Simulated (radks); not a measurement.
Results of a calculation; reference values are marked as such.
Co+, configuration [Ar] 3d7 4s0.5 4p0.5 (fractional occupations, a model configuration). Code: a radial shooting solver on a logarithmic mesh with Libxc functionals. Model: Dirac Kohn-Sham, LDA (Slater exchange, Perdew-Wang correlation), spin-unpolarised, spherical densities, finite nucleus; open shells fill j = l - 1/2 first; Fermi nuclear charge, rms radius 3.7875 fm.

Unscreened Slater integrals over Kohn-Sham orbitals (hartree). Large and small components are both included. Empty in this configuration: 4p3/2.

integral,value
"F0(4p1/2,4p1/2)",0.27752
"F0(4p1/2,4s1/2)",0.30642
"G1(4p1/2,4s1/2)",0.19717
"F0(4p1/2,3d5/2)",0.35868
"G3(4p1/2,3d5/2)",0.028397
"F0(4p1/2,3d3/2)",0.35887
"G1(4p1/2,3d3/2)",0.035425
"F0(4p1/2,4p3/2)",0.27614
"G2(4p1/2,4p3/2)",0.14422
"F0(4s1/2,4s1/2)",0.34877
"F0(4s1/2,3d5/2)",0.43910
"G2(4s1/2,3d5/2)",0.056731
"F0(4s1/2,3d3/2)",0.43942
"G2(4s1/2,3d3/2)",0.056084
"F0(4s1/2,4p3/2)",0.30447
"G1(4s1/2,4p3/2)",0.19441
"F0(3d5/2,3d5/2)",0.89633
"F2(3d5/2,3d5/2)",0.40512
"F4(3d5/2,3d5/2)",0.25024
"F0(3d5/2,3d3/2)",0.89890
"F2(3d5/2,3d3/2)",0.40634
"G2(3d5/2,3d3/2)",0.40600
"G4(3d5/2,3d3/2)",0.25081
"F0(3d5/2,4p3/2)",0.35537
"F2(3d5/2,4p3/2)",0.074992
"G1(3d5/2,4p3/2)",0.034684
"G3(3d5/2,4p3/2)",0.027569
"F0(3d3/2,3d3/2)",0.90149
"F2(3d3/2,3d3/2)",0.40757
"F0(3d3/2,4p3/2)",0.35555
"F2(3d3/2,4p3/2)",0.074553
"G1(3d3/2,4p3/2)",0.034182
"G3(3d3/2,4p3/2)",0.027245
"F0(4p3/2,4p3/2)",0.27479
"F2(4p3/2,4p3/2)",0.14359
